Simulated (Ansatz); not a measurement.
Input for Ansatz (a quantum-chemistry and plane-wave program): R-PBE/def2-TZVPP on FHTe (SMILES F[TeH]), a point of a bond scan (R = 1.928 Å). Elements past Kr take the def2 small-core potentials; no spin–orbit coupling.

Ansatz 0.2 input:
```yaml
crystal:
  periodic: [false, false, false]
  atoms:
    - {symbol: Te, position_ang: [0.18518663, -0.06058026, 0.20051425]}
    - {symbol: H, position_ang: [1.31186066, -0.30942416, -1.00396715]}
    - {symbol: F, position_ang: [-1.21572950, 0.38439975, -1.04697488]}
basis:
  gaussian:
    orbitals: def2-TZVPP
    pivot_positions_ang: [[0.18518663, -0.06058026, 0.20051425], [1.31186066, -0.30942416, -1.00396715], [-1.21572950, 0.38439975, -1.04697488]]
hamiltonian:
  xc: {name: PBE}
scf: {lower_state_search: off}
output: {orbitals: {seedname: ./end}}
```

The head of its log:

```
WARN ansatz: RAYON_NUM_THREADS=1 ignored (pool sized by the plan → 1); use --threads N
Functional definition: PBE
these checks for a lower state are left out or cut short: stability, starts, cluster_reference, orbital_swaps, neighbouring_geometries, increment
integrals: 0.02 GiB planned
601 factors; their error is unknown
mean field: 0.19 GiB planned
mean field evaluation 1: about -10022.5579 eV, gradient 3.7e1 eV
mean field evaluation 2: about -10000.4814 eV, gradient 1.2e2 eV
```

**Question.** Predict the final total energy.

**Answer.** -368.3978 hartree.
